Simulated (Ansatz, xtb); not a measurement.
## Relative energy of two isomers of C3H6OSe

Structure I is `C[Se]CC=O`, a singlet and structure II is `C[C@H]([SeH])C=O`, a singlet. Both are isolated molecules in the gas phase, relaxed with PBE-D3(BJ)/def2-SVP, each in the lowest conformer that the search found.

I (Å):

```yaml
atoms:
  - { symbol: C, position_ang: [1.3467, 1.1475, 1.1716] }
  - { symbol: C, position_ang: [-1.0278, 1.3890, -0.5424] }
  - { symbol: C, position_ang: [-0.8855, -0.0817, -0.8244] }
  - { symbol: O, position_ang: [-0.8953, -0.9433, 0.0388] }
  - { symbol: Se, position_ang: [0.8447, 2.0441, -0.4973] }
  - { symbol: H, position_ang: [0.8985, 1.6661, 2.0398] }
  - { symbol: H, position_ang: [1.0107, 0.0926, 1.1401] }
  - { symbol: H, position_ang: [2.4501, 1.1883, 1.2370] }
  - { symbol: H, position_ang: [-1.5234, 1.5887, 0.4269] }
  - { symbol: H, position_ang: [-1.5143, 1.9417, -1.3696] }
  - { symbol: H, position_ang: [-0.6838, -0.3304, -1.9097] }
```

II (Å):

```xyz
11

C    -0.2963    1.4218    0.6513
C     0.7759    1.0410   -0.3526
C     0.3878   -0.0841   -1.2932
O    -0.7509   -0.4897   -1.4270
Se    1.3150    2.5251   -1.5801
H    -0.4965    0.5688    1.3331
H     0.0098    2.2962    1.2553
H    -1.2469    1.6557    0.1339
H     1.7476    0.7895    0.1252
H    -0.0472    2.6440   -2.1652
H     1.2467   -0.4998   -1.8993
```

Energies in hartree; the thermal terms are from GFN2-xTB frequencies at re-optimised GFN2-xTB minima (ideal gas, soft modes damped towards free rotors, one conformer each, 298.15 K, 1 atm) and include the zero-point energy:

|  | I | II |
| --- | --- | --- |
| E, CCSD(T)/def2-SVP | −2592.240397 | −2592.249194 |
| E, MP2/def2-SVP | −2592.174074 | −2592.182390 |
| E, MP2/def2-TZVPP | −2592.875548 | −2592.876883 |
| zero-point energy | 0.081067 | 0.079137 |
| H(298 K) − E | 0.088955 | 0.087045 |
| G(298 K) − E | 0.049238 | 0.047365 |

Question: Correct the CCSD(T) difference for the basis set by the MP2 change, then work out ΔE, ΔE₀, ΔH and ΔG for I → II in kJ/mol (1 Eh = 2625.50 kJ/mol) and the equilibrium ratio [II]/[I].

Answer: 1. Differences II − I: CCSD(T) −0.008797, MP2 in the small set −0.008316, MP2 in the large set −0.001335 Eh.
2. ΔE = −0.008797 + (−0.001335 − (−0.008316)) = −0.001816 Eh = −4.77 kJ/mol.
3. ΔE₀ = ΔE + ΔZPE = −0.001816 + (−0.001930) Eh = −9.84 kJ/mol.
4. ΔH = ΔE + (−0.001910) Eh = −9.78 kJ/mol.
5. ΔG = ΔE + (−0.001873) Eh = −9.69 kJ/mol, so ΔS = (ΔH − ΔG)/T = −0.3 J/(mol K).
6. kT = 0.9442 mEh, so K = [II]/[I] = exp(−ΔG/kT) = exp(+3.91) ≈ 50.

Structure II is favoured at this temperature. An error of 4 kJ/mol in ΔG would change K by a factor of 5. The basis-set step is large, which makes the value less sure. HF/STO-3G gave ΔE the other sign. Mirror images and further conformers aren't counted.

As drawn, II has 1 C–C, 1 Se–H in place of 1 C–Se, 1 C–H.

Other levels gave ΔE = −8.0 (GFN2-xTB); +10.6 (HF/STO-3G, GFN2-xTB geometries); −13.8 (r2SCAN-D4/def2-SVP, GFN2-xTB geometries); −11.4 (PBE-D3(BJ)/def2-SVP); −18.2 (HF/def2-SVP); −21.8 (MP2/def2-SVP); −23.1 (CCSD(T)/def2-SVP) kJ/mol. The correlated steps freeze 13 core orbitals; the filled d shell of Se is correlated, in a basis made for valence electrons. Programs: Ansatz 0.2.0, xtb 6.7.1.
